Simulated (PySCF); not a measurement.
C8H13F.
Atom-mapped SMILES: `[CH3:1][CH:2]([CH3:3])[CH2:4][CH2:5][C:6]1=[C:7]([F:8])[CH2:9]1`

Cartesian coordinates in Å at the GFN2-xTB level; atoms count from 1:
```xyz
22
C8H13F angstrom
C     -1.975    1.154    0.704
C     -1.599   -0.225    0.166
C     -2.513   -0.592   -1.003
C     -0.137   -0.279   -0.287
C      0.863   -0.139    0.869
C      2.242   -0.232    0.372
C      3.405   -0.787    0.260
F      4.262   -1.743    0.587
C      3.254    0.447   -0.554
H     -3.037    1.189    0.938
H     -1.426    1.389    1.612
H     -1.764    1.920   -0.038
H     -1.743   -0.964    0.963
H     -3.553   -0.600   -0.685
H     -2.267   -1.577   -1.393
H     -2.406    0.133   -1.807
H      0.046    0.515   -1.014
H      0.045   -1.235   -0.784
H      0.732    0.832    1.352
H      0.690   -0.924    1.611
H      3.736    1.367   -0.239
H      3.136    0.372   -1.630
```

Definitions: NICS(0) = −σiso at the ring centroid; NICS(1) = −σiso and NICS(1)zz = −σzz at ±1 Å along the ring normal z. Level: GIAO PBE0/pcSseg-1 (PySCF, non-relativistic, gas phase) on the GFN2-xTB geometry, one conformer.

Ring bond lengths (Å), with Mayer bond orders in brackets: C6–C7 1.294 (1.77), C7–C9 1.487 (1.03), C9–C6 1.530 (0.81).

Task: What do the NICS probes read (ppm)?

Result: 
```tsv
ring	type	NICS(0)	NICS(1), two faces	NICS(1)zz, two faces	rms pucker (Å)	centre to ring atoms, mean (Å)
C6–C7–C9	3-membered carbocycle; formal bonds 1 double, 2 single	-33.0	-5.5 / -5.2	-9.4 / -9.8	0.00	0.83
```

Task: What can be read from them?

Result: 
- C6–C7–C9: mean NICS(1)zz -9.6 ppm, shielded. C9 has four or more neighbours, and the NICS criterion for π rings isn't applied. NICS(0) lies 28 ppm below the mean NICS(1).

Task: At the second NICS(1) probe listed for ring C6–C7–C9, 1 Å off the ring, what do the in-plane components average?

Result: The isotropic value is a third of the trace: (3 × -5.2 − (-9.8))/2 = -2.9 ppm.

Task: Give the inner angles of the rings and the Hirshfeld charges of the ring atoms.

Result: 
- C6–C7–C9: C6 62.9° (-0.009 e), C7 66.4° (+0.065 e), C9 50.8° (-0.100 e); sum 180.0° against 180° for a flat convex ring.
